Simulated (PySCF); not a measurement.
# Bonding in `CC#C[SiH2]N([SiH3])[SiH2]N`

Species: C3H12N2Si3.
Numbering: `[CH3:1][C:2]#[C:3][SiH2:4][N:5]([SiH3:6])[SiH2:7][NH2:8]` (hydrogens: H9, H10, H11 on C1; H12, H13 on Si4; H14, H15, H16 on Si6; H17, H18 on Si7; H19, H20 on N8)

Structure used (GFN2-xTB), in Å, numbered top down from 1:
```
atom  x, y, z in Å
C1     3.256    1.781    0.379
C2     2.327    0.860   -0.242
C3     1.552    0.096   -0.761
Si4    0.325   -1.059   -1.529
N5    -1.158   -1.037   -0.614
Si6   -1.656   -2.421    0.310
Si7   -2.084    0.444   -0.625
N8    -1.209    1.576    0.331
H9     3.012    1.901    1.435
H10    4.274    1.400    0.292
H11    3.200    2.754   -0.110
H12    0.056   -0.590   -2.894
H13    0.859   -2.422   -1.513
H14   -2.640   -1.999    1.303
H15   -0.483   -2.999    0.970
H16   -2.249   -3.410   -0.600
H17   -2.274    0.819   -2.037
H18   -3.374    0.235    0.026
H19   -0.202    1.554    0.262
H20   -1.537    2.526    0.384
```

Bond orders from the PBE0/pcSseg-1 density (PySCF). One conformer (not necessarily the lowest) at the GFN2-xTB geometry, without solvent, vibrations or thermal averaging. GFN2-xTB frequencies show an imaginary mode (63i cm⁻¹), so this geometry is no minimum at that level.

(1) How far do the computed orders between heavy atoms stray from the drawn ones?

(2) Give the Mayer order of every bond, beside its length.

Answers

(1) The largest departure is 0.459, at C2–C3 (drawn triple, 2.541). Drawn single, order above 1.12: C1–C2 (1.178). Drawn single, order below 0.88: N5–Si7 (0.874). Drawn double or triple, more than 0.30 short of the drawn order: C2–C3 (2.541).

(2) 
| bond | drawn as | length (Å) | Mayer order |
| --- | --- | --- | --- |
| C1–C2 | single | 1.447 | 1.178 |
| C2–C3 | triple | 1.206 | 2.541 |
| C3–Si4 | single | 1.852 | 0.950 |
| Si4–N5 | single | 1.743 | 0.916 |
| N5–Si6 | single | 1.737 | 0.893 |
| N5–Si7 | single | 1.747 | 0.874 |
| Si7–N8 | single | 1.721 | 1.076 |
| C1–H9 | single | 1.090 | 0.920 |
| C1–H10 | single | 1.090 | 0.924 |
| C1–H11 | single | 1.090 | 0.922 |
| Si4–H12 | single | 1.469 | 0.947 |
| Si4–H13 | single | 1.463 | 0.934 |
| Si6–H14 | single | 1.460 | 0.943 |
| Si6–H15 | single | 1.465 | 0.932 |
| Si6–H16 | single | 1.469 | 0.930 |
| Si7–H17 | single | 1.473 | 0.885 |
| Si7–H18 | single | 1.459 | 0.920 |
| N8–H19 | single | 1.009 | 0.932 |
| N8–H20 | single | 1.006 | 0.948 |

By pair of heavy elements: C–C: lowest C1–C2 (1.178, 1.447 Å), highest C2–C3 (2.541, 1.206 Å). N–Si: lowest N5–Si7 (0.874, 1.747 Å), highest Si7–N8 (1.076, 1.721 Å); in 1 of the 6 pairs the longer bond (by over 0.003 Å) has the higher order (by 0.02 or more).

Task: Sum the orders of all bonds at each heavy atom with more than one neighbour and set the sums beside the valence in the SMILES.

Result: C1 3.944 (drawn 4), C2 3.719 (drawn 4), C3 3.491 (drawn 4), Si4 3.747 (drawn 4), N5 2.683 (drawn 3), Si6 3.698 (drawn 4), Si7 3.755 (drawn 4), N8 2.956 (drawn 3). Orders between atoms that aren't bonded are not in these sums.

For a closed shell the Mayer order of atoms A and B is Σ (PS)μν (PS)νμ over the basis functions μ on A and ν on B, with P the density and S the overlap matrix.
